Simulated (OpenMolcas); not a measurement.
# 3d5 along the 23-electron sequence

| Quantity | Value |
| --- | --- |
| Program | OpenMolcas 26.06 |
| Method | CASSCF |
| Basis | ANO-RCC-VTZP |
| Scalar Hamiltonian | DKH2, point nucleus |
| Spin-orbit coupling | state interaction with AMFI integrals over the reference wave functions, term energies averaged over their components |

Active space for each ion: 5 electrons in 10 orbitals (3d 4d).

Computed levels in cm-1 above 6S 5/2:

| Level | Mn2+ | Fe3+ | Co4+ | Ni5+ | Cu6+ |
| --- | --- | --- | --- | --- | --- |
| 4G 5/2 | 30773 | 35904 | 41432 | 45778 | 50218 |
| 4G 7/2 | 30798 | 35945 | 41496 | 45869 | 50354 |
| 4G 9/2 | 30821 | 35978 | 41545 | 45933 | 50448 |
| 4G 11/2 | 30834 | 35991 | 41551 | 45933 | 50436 |
| 4P 5/2 | 35149 | 41085 | 47450 | 52389 | 57371 |
| 4P 3/2 | 35174 | 41140 | 47560 | 52556 | 57632 |
| 4P 1/2 | 35208 | 41211 | 47700 | 52767 | 58023 |
| 4D 7/2 | 38310 | 44676 | 51478 | 56957 | 62494 |
| 4D 1/2 | 38316 | 44712 | 51581 | 57129 | 62790 |
| weight of 6S in the lowest level (%) | 100 | 100 | 100 | 100 | 100 |

Measured, with the error of the calculation in %. Measured levels: Mn2+ from Corliss and Sugar, J. Phys. Chem. Ref. Data 6, 1253 (1977); Fe3+ from Corliss and Sugar, J. Phys. Chem. Ref. Data 11, 135 (1982); Co4+ from Sugar and Corliss, J. Phys. Chem. Ref. Data 10, 1097 (1981); Ni5+ from Corliss and Sugar, J. Phys. Chem. Ref. Data 10, 197 (1981); Cu6+ from the list in Gamrath, thesis, University of Mons (2023).

```tsv
Level	Mn2+	Fe3+	Co4+	Ni5+	Cu6+
4G 11/2		32246 (+11.6)	37218 (+11.6)	41921 (+9.6)	
4P 5/2	29168 (+20.5)	35254 (+16.5)	40753 (+16.4)	45884 (+14.2)	50732 (+13.1)
4P 3/2		35333 (+16.4)	40891 (+16.3)	46104 (+14.0)	51067 (+12.9)
4P 1/2		35407 (+16.4)	41024 (+16.3)	46325 (+13.9)	51407 (+12.9)
4D 7/2	32307 (+18.6)	38779 (+15.2)	44709 (+15.1)	50331 (+13.2)	55742 (+12.1)
4D 1/2	32369 (+18.4)	38897 (+15.0)	44908 (+14.9)		56210 (+11.7)
```

4G 5/2 changes by a factor of 1.63 over the same range, with steps per unit of Z of +5130, +5530, +4350, +4440 cm-1.

Without dynamic correlation excited terms often stand tens of per cent too high (terms of higher spin than the ground term too low), and those without a measured partner can miss by more than the paired ones. Active for correlation alone: 4d; no level in the range computed is led by a configuration that fills it, so any true level of that kind is missing. Measured partners are found by configuration, term and J. A level has none where our copy of the source lacks it or the pairing is in doubt (some pairs that miss far off the trend of their configuration count as doubtful), and it then counts in no deviation. Levels of configurations outside the active space are missing.
